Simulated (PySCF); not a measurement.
## Working with the constants of BI

RHF-CCSD(T) constants of BI, ¹Σ⁺ (singlet), closed shell (B def2-TZVPP, I def2-TZVPP with ECP28; scalar-relativistic core potentials (PySCF 2.14); masses 11.0093 and 126.9045 u):

```
ωe              : 585.6 cm⁻¹
ωexe            : 2.88 cm⁻¹
Be              : 0.36735 cm⁻¹
αe              : 0.00282 cm⁻¹
D (centrifugal) : 5.78e-07 cm⁻¹
De to B + I     : 3.65 eV
```

Q: Give the vibrational terms G(v) and spacings up to v = 6.

A: G(v) = ωe(v+½) − ωexe(v+½)².

```
v  G(v) (cm⁻¹)  G(v) − G(v−1)  Bv (cm⁻¹)
0        292.1                    0.3659
1        871.9          579.8     0.3631
2       1446.0          574.1     0.3603
3       2014.3          568.3     0.3575
4       2576.9          562.6     0.3547
5       3133.7          556.8     0.3518
6       3684.7          551.0     0.3490
```

Q: How well does the Morse estimate ωe²/(4ωexe) reproduce De, and what is D0?

A: It gives 3.69 eV, 101 % of the computed De. D0 = De − G(0) = 3.65 − 0.04 = 3.61 eV.

Correlated steps freeze 5 core orbitals. These are scalar-relativistic numbers at best; spin–orbit coupling would shift them, the dissociation energy most. Where the molecule has an RHF reference, its open-shell atoms are computed with UHF.
